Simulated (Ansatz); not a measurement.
`[F][Zr]([SH])([Cl])[Cl]` + dimethylamine → `C[N](C)[Zr]([F])([SH])[Cl]` + HCl at 400 K and 1 bar (ligand exchange at a Zr–Cl bond).

Program: Ansatz. Geometries: PBE0-D4/def2-TZVP. ΔE: electronic, gas phase. CCSD(T)/CBS is the MP2 limit (def2-TZVPP, def2-QZVPP) plus CCSD(T) − MP2 in def2-TZVPP, frozen cores. This one scheme is used for every species. def2 core potentials past Kr. For Zr outer-core shells are correlated without core-valence functions, which leaves a few kJ/mol of doubt a bond. One conformer a species, not always the lowest.

```
                     species  CCSD(T)/CBS energy (Eh)  H − E (kJ/mol)  S (J/(mol·K))
   `[F][Zr]([SH])([Cl])[Cl]`              -1464.99805            70.3          435.5
                       `CNC`               -135.00321           264.6          293.2
`C[N](C)[Zr]([F])([SH])[Cl]`              -1139.59578           297.2          512.3
                         HCl               -460.38127            29.6          195.4
```

H − E and S are ideal-gas, rigid-rotor, harmonic terms from PBE0-D4/def2-TZVP, for one conformer and one mirror image of each species. 1 Eh = 2625.50 kJ/mol, R = 8.31446 J/(mol·K).

Task: By hand: ΔE, ΔH, ΔS and ΔG.

Result: ΔE = (-1139.59578) + (-460.38127) − (-1464.99805) − (-135.00321) = 0.02421 Eh = 63.6 kJ/mol. Δ(H − E) = 297.2 + 29.6 − 70.3 − 264.6 = -8.1, so ΔH = 55.5 kJ/mol. ΔS = 512.3 + 195.4 − 435.5 − 293.2 = -21.0 J/(mol·K). ΔG = 55.5 − 400 × (-21.0)/1000 = 63.9 kJ/mol.

Task: By hand: the equilibrium constant, and the temperature at which ΔG would vanish if ΔH and ΔS stayed fixed.

Result: log₁₀ K = −ΔG/(RT ln 10) = -8.3. ΔH and −TΔS have one sign here, so there is no such temperature.

ΔH outweighs TΔS. A doubt of 5 kJ/mol in ΔE shifts log₁₀ K by 0.7 here. Other conformers and mirror images would add mixing entropy, several J/(mol·K) or more a flexible species. Modes under 60 cm⁻¹, often nearly free rotors, make the harmonic entropy too high. These are equilibria of isolated gas molecules and say nothing of rates. Largest T1 diagnostic: 0.017 (customary marks: 0.02 for closed shells, 0.045 for open ones).
